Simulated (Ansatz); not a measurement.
**Appearance energy of a fragment ion: C2H9FSi2 → [SiH3]+ + C2H6FSi + e⁻**

Species: C2H9FSi2 `F[SiH2]CC[SiH3]`, singlet; [SiH3]+ `[SiH3+]`, singlet; C2H6FSi `[CH2]C[SiH2]F`, doublet. 

Shapes, held fixed at every level: PBE0-D4/def2-TZVP. Flexible molecules stand in one conformer, not always the lowest. Programs: Ansatz 0.2.0. Electronic energies: no zero-point or thermal term.

(1) Estimate ΔE of this reaction.

Results:

(1) The highest level, CCSD(T)/CBS estimate, gives ΔE = +11.81 eV; the levels span +10.20 to +11.81. The column of differences is taken from that level and isn't an error. No measured value is set beside it here. Open shells run unrestricted. The CBS estimate extrapolates MP2 from def2-TZVPP and def2-QZVPP and adds CCSD(T) − MP2 in the triple-zeta set, cores frozen. The onset seen in experiment also holds zero-point changes and kinetic shifts. CCSD(T)/CBS estimate lies outside the range of all other levels here, so it shouldn't be taken on trust.

```
               level                    kind  ΔE (eV)  less CCSD(T)/CBS estimate
        MP2/def2-SVP     perturbation theory   +11.52                      -0.29
         HF/def2-SVP            Hartree–Fock   +10.20                      -1.61
   PBE-D4/def2-TZVPP                     GGA   +11.74                      -0.07
 BHLYP-D4/def2-TZVPP           global hybrid   +11.54                      -0.27
  wB97M-V/def2-TZVPP  range-separated hybrid   +11.70                      -0.11
       CCSD/def2-SVP   coupled cluster or CI   +11.37                      -0.44
     CCSD/def2-TZVPP   coupled cluster or CI   +11.53                      -0.28
CCSD(T)/CBS estimate   coupled cluster or CI   +11.81                       0.00
```
